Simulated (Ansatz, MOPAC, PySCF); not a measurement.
Dimer: C2H4 (SMILES C=C) (first 6 atoms) with CH6Si (SMILES C[SiH3]); geometry from B3LYP-D3(BJ)/def2-TZVP, rigid monomers moved along the line of their centres of mass till H3···Si8 is 3.83 Å.
(charge 0, multiplicity 1):
```xyz
14

C      0.4907    -0.0153     0.0182
C     -0.8089     0.2180     0.1247
H      1.2180     0.5442     0.5933
H      0.8806    -0.7758    -0.6477
H     -1.5376    -0.3411    -0.4499
H     -1.1958     0.9785     0.7919
C     -0.7248    -1.0426     4.2706
Si     0.5687     0.3103     4.3615
H     -1.6789    -0.6963     4.6722
H     -0.4134    -1.9162     4.8464
H     -0.8801    -1.3507     3.2361
H      0.1378     1.5078     3.5990
H      1.8606    -0.1539     3.8001
H      0.7979     0.7218     5.7689
```

Monomers are frozen at their geometry in the pair; levels with a basis set take the counterpoise correction. Rows marked so take none.

Frozen-core correlation. Rows in 6-31G* carry no dispersion term and start afresh at each structure (6-31G* with six Cartesian d functions). The state that PM7 reach isn't checked; PM7 holds dispersion and hydrogen-bond terms.

Run with Ansatz (a program for electronic structure) with Gaussian orbitals; MOPAC for PM7 (differences of heats of formation); PySCF for 6-31G* rows, the dispersion terms. Values without a source in brackets are computed.

Q: One of these levels gives -6.7 kJ/mol for the interaction energy. Which?
A. BP86/6-31G* (no counterpoise)
B. PM7
C. PBE-D3(BJ)/def2-TZVPPD
D. CCSD(T)/aug-cc-pV(D+d)Z

A: C, PBE-D3(BJ)/def2-TZVPPD. The others give -3.4 (PM7), -1.1 (BP86/6-31G* (no counterpoise)), -4.9 (CCSD(T)/aug-cc-pV(D+d)Z)
